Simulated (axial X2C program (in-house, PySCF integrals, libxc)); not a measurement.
**Spin–orbit effects down a group: molecules with I, HF**

All values come from calculations with an in-house all-electron X2C program for linear molecules (integrals from PySCF), spin-free (one-electron X2C) or two-component (2c: spin–orbit coupling with atomic mean-field Coulomb and Gaunt terms, which also bring small scalar terms), in Dyall basis sets with cores contracted in-house; open shells are unrestricted.

Basis sets: Br dyall-cv3z, Cl dyall-av3z, F dyall-v3z, I dyall-cv3z, I dyall-v3z.

```json
{"molecule": "IF", "spin-free state": "M_S = 0, Λ = 0", "Re (Å)": "1.880", "ωe (cm⁻¹)": "697.9", "De (eV)": "0.76", "2c state": "Ω = 0", "Re 2c (Å)": "1.888", "ωe 2c (cm⁻¹)": "682.3", "De 2c (eV)": "0.51"}
{"molecule": "ICl", "spin-free state": "M_S = 0, Λ = 0", "Re (Å)": "2.313", "ωe (cm⁻¹)": "421.2", "De (eV)": "0.83", "2c state": "Ω = 0", "Re 2c (Å)": "2.322", "ωe 2c (cm⁻¹)": "411.2", "De 2c (eV)": "0.52"}
{"molecule": "IBr", "spin-free state": "M_S = 0, Λ = 0", "Re (Å)": "2.461", "ωe (cm⁻¹)": "294.0", "De (eV)": "0.69", "2c state": "Ω = 0", "Re 2c (Å)": "2.471", "ωe 2c (cm⁻¹)": "287.1", "De 2c (eV)": "0.27"}
```

Each entry is the lowest single determinant of a limited PBE0 search at one distance. De goes to single-determinant-based atoms at the same level (for ions the charge split of lowest energy) and is withheld (n/a) where an atom does not fit its ground term or J level. Main or longest-lived isotopes.
